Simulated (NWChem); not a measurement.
# BHF2; SMILES FBF

```xyz
4

B      0.0000     0.0000    -0.4578
H      0.0000     0.0000    -1.6472
F     -1.1335     0.0000     0.2187
F      1.1335     0.0000     0.2187
```
Atoms are numbered in this order, from 1.

Results from NWChem. Medium grid unless said otherwise, to which SCAN and Minnesota functionals are sensitive. All runs use the structure optimised with B3LYP/6-31G* (spherical d).

Question: Predict the results for M06-L/def2-TZVP. Quantities: highest occupied level (eV); orbital gap (eV); dipole (D).

Answer: 
| Quantity | Result |
|---|---|
| highest occupied level (eV) | -9.41 |
| orbital gap (eV) | 8.51 |
| dipole (D) | 0.70 |
